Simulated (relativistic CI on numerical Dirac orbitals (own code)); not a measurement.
**Electric-dipole lines of Eu27+**

Computed by Dirac-Coulomb-Breit CI, KLI orbitals optimised for each configuration, model QED (radiative potential, 1s self-energy scaled to tabulated hydrogen-like ionisation energies), unscaled Slater integrals (own radial code, finite nucleus).

CI space (outside the closed core [Ar] 3d10): 4s2 4p6, 4s2 4p5 4d, 4s 4p6 4d, 4s2 4p5 4f, 4s 4p6 4f, 4s2 4p5 5s, 4p6 4d 4f, 4s2 4p5 5p, 4s 4p6 5s, 4s2 4p5 5d, 4s 4p6 5p, 4s2 4p5 5f, 4s2 4p5 5g, 4s 4p6 5d, 4s2 4p5 6s, 4p6 4f 5s, 4s2 4p5 6p, 4s 4p6 5f, 4s2 4p5 6d, 4s 4p6 5g, 4s2 4p5 6f, 4p6 4d2, 4p5 4d3, 4p5 4d2 4f, 4p5 4d2 5s, 4p5 4d2 5p, 4p6 4f2, 4p5 4d 4f2, 4p5 4f3, 4p5 4f2 5s, 4p5 4f2 5p, 4p6 4d 5s, 4p5 4d 4f 5s, 4p5 4d 5s2, 4p5 4d 5s 5p. Double excitations out of closed p, d and f shells are left out; levels of such configurations are missing from the list, as are those of other unlisted configurations, and high levels can miss mixing partners. These lack a partner that the ground configuration has and come out too high: 4s2 4p5 5d, 4s2 4p5 5f, 4s2 4p5 5g, 4s2 4p5 6s, 4s2 4p5 6p.

```csv
λ vac (Å),Lower,Upper,A (s⁻¹),log gf,S velocity/length
27.987,4s2 4p5 4d 3F°_4 [6],4s2 4p5 5f 3G_5 [76],1.82e+12,0.37,0.93
36.948,4s 4p6 4f 3F°_3 [31],4s 4p6 5g 3G_4 [272],3.56e+12,0.82,0.98
36.964,4s2 4p5 4f 3G_3 [26],4s2 4p5 5g 3H°_4 [191],3.82e+12,0.85,1.00
37.031,4s 4p6 4f 3F°_4 [32],4s 4p6 5g 3G_5 [273],3.84e+12,0.94,0.98
37.083,4s2 4p5 4f 3G_4 [19],4s2 4p5 5g 3H°_5 [109],3.71e+12,0.92,1.02
37.100,4s2 4p5 4f 3G_5 [18],4s2 4p5 5g 3H°_6 [105],3.91e+12,1.02,1.02
37.171,4s2 4p5 4f 3F_3 [22],4s2 4p5 5g 1G°_4 [116],3.29e+12,0.79,1.00
37.219,4s2 4p5 4f 3G_4 [28],4s2 4p5 5g 3H°_5 [194],3.92e+12,0.95,1.00
37.258,4s2 4p5 4f 3D_3 [27],4s2 4p5 5g 3F°_4 [192],3.87e+12,0.86,0.96
37.364,4s 4p6 4f 1F°_3 [33],4s 4p6 5g 1G_4 [278],3.80e+12,0.85,0.98
37.393,4s2 4p5 4f 3F_4 [24],4s2 4p5 5g 3G°_5 [121],3.65e+12,0.93,1.00
37.457,4s2 4p5 4f 3D_3 [23],4s2 4p5 5g 3F°_4 [113],3.03e+12,0.76,0.97
70.225,4p6 4d2 3F_4 [50],4p5 4d3 3F°_4 [231],1.68e+12,1.05,0.74
70.897,4p6 4d2 1G_4 [54],4p5 4d3 1G°_4 [237],1.84e+12,1.10,0.72
71.206,4p6 4d2 1G_4 [54],4p5 4d3 3G°_5 [234],1.54e+12,1.11,0.83
71.224,4s2 4p6 1S_0 [1],4s2 4p5 4d 1P°_1 [13],1.67e+12,0.58,0.68
73.764,4p6 4d2 3F_4 [50],4p6 4d 4f 1H°_5 [219],1.34e+12,1.08,0.88
82.856,4s2 4p5 4d 3F°_3 [4],4s2 4p5 4f 3G_4 [19],3.23e+11,0.48,1.01
85.839,4s2 4p5 4d 3F°_4 [6],4s2 4p5 4f 3G_5 [18],3.13e+11,0.58,1.02
86.450,4s2 4p5 4d 3D°_3 [8],4s2 4p5 4f 3F_4 [24],2.96e+11,0.47,0.93
```

Terms are leading LS components. Brackets give the number of a level in order of energy, since labels repeat. The list gives strong lines, with weight on those to low levels, among the lowest 400 of 2891 levels, so that lines to higher ones, which can be the strongest, are missing. Levels whose partners in the same complex of configurations lie outside the list can be far off, and so can their lines. Rates are taken at the computed energies, electric ones in the length gauge. A velocity-to-length ratio far from 1 marks an uncertain rate.

At this charge energies of transitions that change n are usually good to better than 1 %, and those within a shell (Δn = 0) to a few per cent.

LS names give the leading component of a level, which can be under half, so a name can repeat, a term be missing and a line seem to break the LS rules.
